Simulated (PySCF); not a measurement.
# Gas-phase thermal properties of GaNH2

Computed with PySCF (xtb for GFN2) and rigid-rotor harmonic-oscillator thermochemistry at 1 bar. 6-31G* has spherical d functions here. All species are closed-shell singlets. B3LYP is the form with VWN-RPA correlation. Ga: all electrons, no relativistic terms. GaNH2: computed as isolated molecules; such fragments, hydroxides, amides, oligomers or adducts are transient or little studied in the gas. The harmonic model lacks anharmonicity and excited electronic states, which grow with temperature; levels with a mode under 35 cm⁻¹ are left out.

```
level           point group  σ  ZPE (kJ/mol)  S°298 (J/mol/K)  Cp298 (J/mol/K)  S°1000 (J/mol/K)  H1000 − H298 (kJ/mol)
--------------  -----------  -  ------------  ---------------  ---------------  ----------------  ---------------------
B3LYP/6-31G*            C2v  2          60.1            252.2             50.3             322.1                   41.5
GFN2-xTB                C2v  2          57.0            253.0             51.3             323.7                   42.0
HF/6-31G*               C2v  2          65.0            249.4             48.5             317.7                   40.7
PBE/def2-SVP            C2v  2          58.3            252.3             50.7             322.8                   42.0
PBE0/def2-TZVP          C2v  2          60.7            251.4             50.0             321.2                   41.5
```
σ: rotational symmetry number. Electronic degeneracy used: 1. Frequencies are unscaled.
